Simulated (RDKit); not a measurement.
RDKit input (UFF):

```python
from rdkit import Chem
from rdkit.Chem import AllChem, rdDetermineBonds

mol = Chem.MolFromXYZFile('mol.xyz')
rdDetermineBonds.DetermineBonds(mol, charge=-1)
print('SMILES', Chem.MolToSmiles(Chem.RemoveHs(mol)))
ff = AllChem.UFFGetMoleculeForceField(mol)
e0 = ff.CalcEnergy()
flag = ff.Minimize(maxIts=5000, forceTol=1e-5)
print(f'energy {e0:.4f} -> {ff.CalcEnergy():.4f} kcal/mol, converged: {flag == 0}')
print(Chem.MolToXYZBlock(mol))
```
mol.xyz:
```
4

C     -0.74598462     0.07954784     0.23255547
F      0.73298763    -0.10811036    -0.07052530
H     -0.92133566     1.08748682    -0.22113066
H     -1.19964527    -0.59178060    -0.53947446
```

**Question.** Which steric energies does it print, before and after the minimisation?

**Answer.** 12.26 and -0.00 kcal/mol. They count from the force field's own zero for this bonding and are no heats of formation.
